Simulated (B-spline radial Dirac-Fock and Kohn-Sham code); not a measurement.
## Binding energies of Ru⁺

System: ruthenium as Ru⁺, configuration [Kr] 4d7, inside a Watson sphere of charge -1 and radius 2.4 Å (a model of the Madelung potential; inside it an electron's potential energy is raised by 6.0 eV); nuclear rms radius 4.4809 fm (A = 102).

Calculated with a radial finite-basis atomic code, using Dirac-Fock ΔSCF + Breit + QED. Correlation and solid-state effects are left out. Energies are counted from the vacuum level. Subshells whose hole state is unreliable or did not converge are left out.

All terms are in eV, carry their sign (relaxation lowers the binding energy) and add up to the binding energy; ⟨r⟩ is the mean radius of the orbital in the initial state.

```
subshell  −ε (Koopmans)  relaxation   Breit  self-energy  vacuum polarisation  binding energy  ⟨r⟩ (bohr)
      1s        22252.2      -61.20  -42.14       -23.99                 2.87         22127.7       0.033
      2s         3279.7      -32.50   -3.64        -2.81                 0.31          3241.0       0.145
   2p1/2         3020.3      -35.53   -6.22         0.24                -0.01          2978.8       0.124
   2p3/2         2888.6      -34.68   -4.11        -0.02                -0.02          2849.8       0.128
      3s          613.0      -13.22   -0.46        -0.53                 0.06           598.9       0.400
   3p1/2          511.0      -13.51   -0.85         0.04                 0.00           496.7       0.394
   3p3/2          487.9      -13.16   -0.48         0.00                 0.00           474.2       0.404
   3d5/2          304.2      -14.19   -0.04         0.03                 0.00           290.0       0.384
      4s          95.27       -3.81   -0.06        -0.09                 0.01           91.31       1.029
   4p1/2          62.47       -3.30   -0.11         0.01                 0.00           59.07       1.118
   4p3/2          58.91       -3.12   -0.05         0.00                 0.00           55.74       1.147
      4d          11.83       -1.65    0.01         0.00                 0.00           10.19       1.629
```

For the deepest level, K (1s), the Breit terms make up -0.190 % of the binding energy, QED -0.095 % and orbital relaxation -0.277 %.

Spin-orbit splittings: 2p 129.0 eV, 3p 22.47 eV, 4p 3.33 eV.
